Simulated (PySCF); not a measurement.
## Correlation energy of Fe (iron, neutral)

[Ar] 3d7 4s1, high-spin 5F determinant (an excited configuration). Computed with PySCF 2.14 in x2c-TZVPPall with one added diffuse shell each of s, p, d, f type (7s6p5d3f1g, 80 functions), with the spin-free X2C one-electron Hamiltonian (Gaussian nucleus). Frozen: [Ne]; 16 electrons correlated.

| level | correlation energy (mhartree) |
| --- | --- |
| CCSD | -550.88 |
| (T) | -18.00 |
| CCSD(T) | -568.88 |

Diagnostics: T1 = 0.023, D1 = 0.0727, largest double amplitude 0.025.

Cost of the coupled-cluster step: roughly 60 core-seconds, for 16 correlated electrons.

Iterations:

```
CC2 = 0
CCSD nocc = (np.int64(10), np.int64(6)), nmo = (75, 75)
frozen orbitals [[0, 1, 2, 3, 4], [0, 1, 2, 3, 4]]
max_cycle = 100
direct = 0
conv_tol = 1e-08
conv_tol_normt = 1e-06
diis_space = 8
diis_start_cycle = 0
Init t2, MP2 energy = -0.580797819338458
Init E_corr(UCCSD) = -0.580797819340615
cycle = 1  E_corr(UCCSD) = -0.525836078487768  dE = 0.0549617409  norm(t1,t2) = 0.138236
cycle = 2  E_corr(UCCSD) = -0.556155792083548  dE = -0.0303197136  norm(t1,t2) = 0.0739177
cycle = 3  E_corr(UCCSD) = -0.550268747711975  dE = 0.00588704437  norm(t1,t2) = 0.0622583
cycle = 4  E_corr(UCCSD) = -0.549838848906485  dE = 0.000429898805  norm(t1,t2) = 0.0130041
cycle = 5  E_corr(UCCSD) = -0.550636921198008  dE = -0.000798072292  norm(t1,t2) = 0.00777673
cycle = 6  E_corr(UCCSD) = -0.550962118535735  dE = -0.000325197338  norm(t1,t2) = 0.00162591
cycle = 7  E_corr(UCCSD) = -0.550882726282232  dE = 7.93922535e-05  norm(t1,t2) = 0.00116489
cycle = 8  E_corr(UCCSD) = -0.550853615442297  dE = 2.91108399e-05  norm(t1,t2) = 0.000496969
cycle = 9  E_corr(UCCSD) = -0.550875929339265  dE = -2.2313897e-05  norm(t1,t2) = 0.000199556
cycle = 10  E_corr(UCCSD) = -0.550888429998677  dE = -1.25006594e-05  norm(t1,t2) = 9.2058e-05
cycle = 11  E_corr(UCCSD) = -0.550883344318586  dE = 5.08568009e-06  norm(t1,t2) = 4.75473e-05
cycle = 12  E_corr(UCCSD) = -0.550883606106009  dE = -2.61787423e-07  norm(t1,t2) = 2.70748e-05
cycle = 13  E_corr(UCCSD) = -0.550884316082578  dE = -7.09976569e-07  norm(t1,t2) = 1.47618e-05
cycle = 14  E_corr(UCCSD) = -0.550884039798537  dE = 2.7628404e-07  norm(t1,t2) = 4.8469e-06
cycle = 15  E_corr(UCCSD) = -0.55088408114062  dE = -4.13420823e-08  norm(t1,t2) = 2.28441e-06
cycle = 16  E_corr(UCCSD) = -0.550884206193379  dE = -1.2505276e-07  norm(t1,t2) = 8.89475e-07
cycle = 17  E_corr(UCCSD) = -0.550884191695826  dE = 1.4497553e-08  norm(t1,t2) = 3.49667e-07
cycle = 18  E_corr(UCCSD) = -0.55088417885321  dE = 1.28426159e-08  norm(t1,t2) = 1.43879e-07
cycle = 19  E_corr(UCCSD) = -0.550884180343126  dE = -1.48991541e-09  norm(t1,t2) = 6.51909e-08
UCCSD converged
E(UCCSD) = -1271.811583932982  E_corr = -0.5508841803431258
UCCSD(T) correction = -0.0179982088835647
```

This basis was not built for core-valence correlation, so the inner-shell part is incomplete.
